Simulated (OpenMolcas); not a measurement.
**Computed transition rates of Zr III**

```
Program             : OpenMolcas 26.06
Method              : SS-CASPT2, IPEA 0.25 Eh, imaginary shift 0.1 Eh (closed shells correlated: 4s 4p)
Basis               : ANO-RCC-VTZP [7s6p4d2f1g]
Scalar Hamiltonian  : DKH2, point nucleus
Active space        : 2 electrons in 5 orbitals (4d)
State averaging     : 2S+1 = 3 even, 10 roots; 2S+1 = 1 even, 15 roots
Spin-orbit coupling : state interaction with AMFI integrals over the reference wave functions, term energies averaged over their components
```

Rates come from the transition moments of the reference wave functions (E1 and E2 in the length form). At fixed line strength A goes as λ^-3 for E1 and M1 and as λ^-5 for E2, so a rate at the computed wavelength can be rescaled to the measured one. Measured vacuum wavelengths follow from level energies in Moore, Atomic Energy Levels, vol. II, NSRDS-NBS 35 (1971 reprint of NBS Circular 467, 1952); NIST levels as listed in Rynkun, Gaigalas and Jonsson, Astron. Astrophys. 637, A10 (2020). Branching counts decays inside the model space alone, at computed energies, and the table is only a selection of the E2 and M1 lines, drawn from those between levels with measured partners whose computed energy lies within a factor of 1.5 of the measured one.

| Upper | Lower | Type | λ computed (nm) | λ measured (nm) | A computed (s-1) | A rescaled (s-1) | Branching % |
| --- | --- | --- | --- | --- | --- | --- | --- |
| 4d2 1S0 | 4d2 1D2 | E2 | 537.7 | 548.3 | 6.54e+00 | 5.93e+00 | 86.4 |
| 4d2 1S0 | 4d2 3P1 | M1 | 656 | 638.8 | 8.08e-01 |  | 10.7 |
| 4d2 1S0 | 4d2 3F2 | E2 | 415.5 | 417 | 1.44e-01 |  | 1.9 |
| 4d2 1S0 | 4d2 3P2 | E2 | 678.6 | 660.5 | 7.80e-02 |  | 1.0 |
| 4d2 1G4 | 4d2 3F4 | M1 | 984.7 | 1046 | 5.79e-02 |  | 55.2 |
| 4d2 3P2 | 4d2 1D2 | M1 | 2588 | 3229 | 5.53e-02 |  | 56.9 |
| 4d2 3P0 | 4d2 3F2 | E2 | 1170 | 1240 | 5.31e-02 | 3.97e-02 | 100.0 |
| 4d2 1D2 | 4d2 3F3 | M1 | 2097 | 1976 | 5.24e-02 |  | 56.6 |
| 4d2 1G4 | 4d2 3F3 | M1 | 911.6 | 964.5 | 4.38e-02 |  | 41.8 |
| 4d2 1D2 | 4d2 3F2 | M1 | 1830 | 1742 | 4.01e-02 |  | 43.3 |
| 4d2 3P1 | 4d2 3F3 | E2 | 1231 | 1308 | 2.69e-02 | 1.99e-02 | 39.5 |
| 4d2 3P2 | 4d2 3F4 | E2 | 1279 | 1360 | 2.48e-02 | 1.82e-02 | 25.5 |
| 4d2 3P1 | 4d2 1D2 | M1 | 2980 | 3870 | 2.04e-02 |  | 30.0 |
| 4d2 3P1 | 4d2 3F2 | E2 | 1134 | 1201 | 1.96e-02 | 1.47e-02 | 28.8 |
| 4d2 3F4 | 4d2 3F3 | M1 | 12290 | 12420 | 1.09e-02 | 1.06e-02 | 100.0 |
| 4d2 3P2 | 4d2 3F3 | E2 | 1158 | 1226 | 1.08e-02 | 8.12e-03 | 11.1 |
| 4d2 3F3 | 4d2 3F2 | M1 | 14350 | 14680 | 8.62e-03 | 8.05e-03 | 100.0 |
| 4d2 3P2 | 4d2 3F3 | M1 | 1158 | 1226 | 2.62e-03 |  | 2.7 |
| 4d2 1G4 | 4d2 1D2 | E2 | 1613 | 1884 | 2.17e-03 | 9.98e-04 | 2.1 |
| 4d2 3P2 | 4d2 3F2 | E2 | 1072 | 1131 | 2.08e-03 | 1.59e-03 | 2.1 |
| 4d2 3P2 | 4d2 3P1 | M1 | 19680 | 19510 | 1.73e-03 | 1.78e-03 | 1.8 |
| 4d2 3P1 | 4d2 3F2 | M1 | 1134 | 1201 | 8.62e-04 |  | 1.3 |
| 4d2 1G4 | 4d2 3F2 | E2 | 857.2 | 905.1 | 7.54e-04 |  | 0.7 |
| 4d2 3P1 | 4d2 3P0 | M1 | 36640 | 37940 | 3.66e-04 | 3.30e-04 | 0.5 |

Spin-changing lines and M1 lines between different terms are not rescaled, since their strength hangs on the term gaps too.

The largest correction is for 4d2 1G4 → 4d2 1D2 (E2): 2.17e-03 × (1613 / 1884)^5 = 9.98e-04 s-1, a factor of 0.46.

The computed rate and branching of 4d2 3F3 → 4d2 3F2 give the upper level a radiative lifetime of 1.000 / 8.62e-03 s-1 = 1.16e+02 s, counting decays inside the model space alone. The rescaled rate gives about 1.2e+02 s.

These are rates of the free ion; in crystals, glasses and complexes forced electric-dipole and non-radiative decay shorten such lifetimes by orders of magnitude. No measured rate stands beside these. Rescaling mends the energy factor alone: line strengths can still be far off where a level mixes with configurations outside the active space, and weak or spin-changing lines hang on small mixing coefficients that depend on the term gaps too, so rescaling need not improve them.

CASPT2 breaks the degeneracy within a term, and the mean is taken; among the terms shown or strongly mixed into the levels shown the widest spread is 480 cm-1 (4d2 3F). Levels of configurations with an s electron are missing; early in the row they begin among the upper levels of the d shell and mix with terms of their name. Computed and measured levels are paired by configuration, term and J; levels that our copy of the source lacks, or whose pairing is in doubt (as where it misses far off the trend of its configuration), stay unpaired. Only configurations of the active space appear.
